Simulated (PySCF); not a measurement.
## XPS shifts beside NMR shieldings

C7H4FN.
Structure used (PBE0-D3(BJ)/def2-SVP), in Å, numbered top down from 1:
```xyz
13
C7H4FN angstrom
N      3.6128   -0.2382    0.1594
C      2.4644   -0.0843    0.1270
C      1.0456    0.1126    0.0872
C      0.5212    1.4124    0.0374
C     -0.8579    1.5929    0.0002
C     -1.7177    0.4967    0.0124
C     -1.1774   -0.7840    0.0619
F     -1.9933   -1.8320    0.0737
C      0.1925   -0.9995    0.0997
H      1.1981    2.2676    0.0281
H     -1.2721    2.6025   -0.0388
H     -2.8022    0.6161   -0.0158
H      0.5843   -2.0164    0.1385
```

Binding energies: delta-SCF UKS SCAN, pcX-2 on the ionised atom, pcseg-1 elsewhere, spin-free X2C in PySCF 2.14.0. Shieldings: GIAO HF/pcSseg-1, non-relativistic, same geometry.

```json
{"atom": "C2", "isotropic shielding (ppm)": "67.7"}
{"atom": "C3", "isotropic shielding (ppm)": "68.4"}
{"atom": "C4", "isotropic shielding (ppm)": "53.3"}
{"atom": "C5", "isotropic shielding (ppm)": "53.1"}
{"atom": "C6", "isotropic shielding (ppm)": "62.8"}
{"atom": "C7", "isotropic shielding (ppm)": "23.2"}
{"atom": "C9", "isotropic shielding (ppm)": "61.7"}
```

Task: What are the C 1s binding energies of these atoms?

Result: 
```
atom                  environment  C 1s (eV)  isotropic shielding (ppm)
  C4           aromatic CH carbon     291.14                       53.3
  C6           aromatic CH carbon     291.16                       62.8
  C9           aromatic CH carbon     291.26                       61.7
  C5           aromatic CH carbon     291.29                       53.1
  C3  substituted aromatic carbon     292.14                       68.4
  C2               nitrile carbon     292.26                       67.7
  C7          aromatic C–F carbon     293.41                       23.2
```

Task: Among the listed atoms, is the one with the highest binding energy also the least shielded?

Result: Yes: C7 has both (293.41 eV, 23.2 ppm).

Over these 7 sites the two quantities correlate at r = -0.59. By binding energy: C4 ≈ C6 < C9 ≈ C5 < C3 < C2 < C7. By shielding: C7 < C5 ≈ C4 < C9 < C6 < C2 < C3.

Spin contamination (⟨S²⟩ against 0.75 for a pure doublet) is marked for C 1s of C2 (0.86) and C 1s of C7 (0.86), which makes these values less certain. Geometry: PBE0-D3(BJ)/def2-SVP; no solvent, vibrations or thermal averaging.
